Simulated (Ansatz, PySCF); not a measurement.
Molecule: H$_{4}$Si$_{2}$OCl$_{2}$, net charge 0, singlet state. SMILES: [SiH](Cl)(Cl)O[SiH3]
Geometry: optimised at B3LYP-D3(BJ)/def2-TZVP (Ansatz, a quantum-chemistry and plane-wave program).

Quantity: vertical triplet-singlet gap, E(triplet) - E(singlet), in eV. Terms: no dispersion term unless named; 6-311+G** with 5d, 6d on Na to Ar in Ansatz; 6-31G* and kin with 6d, 5d where marked; spin-orbit terms left out; open shells spin-unrestricted; frozen cores in correlated levels; each state is the SCF solution reached for its charge and spin; non-relativistic. First-principles rows: single points at B3LYP-D3(BJ) geometries (Ansatz). Levels can end on unlike triplets.

| level | program | vertical triplet-singlet gap, E(triplet) - E(singlet) (eV) |
|---|---|---|
| HF/6-311+G** | Ansatz | 8.23 |
| PBE/6-31G* | Ansatz | 6.79 |
| B3LYP/6-31G* | Ansatz | 7.48 |
| B3LYP/6-311+G** | Ansatz | 7.23 |
| M06-2X/6-31G* (5d) | PySCF | 8.01 |
| MP2/6-31G* | Ansatz | 8.87 |
| wB97M-V/def2-TZVPD | Ansatz | 7.67 |

No value to compare with is used here. The 6 habitual levels span 6.79 (PBE/6-31G*) to 8.87 eV (MP2/6-31G*); wB97M-V/def2-TZVPD gives 7.67.

The levels are drawn from those run, B3LYP/6-31G* more often than the rest, none by its result; left out are runs that failed, that the program found above a lower state of the same kind, or whose <S^2> lies over 0.5 above the pure value.
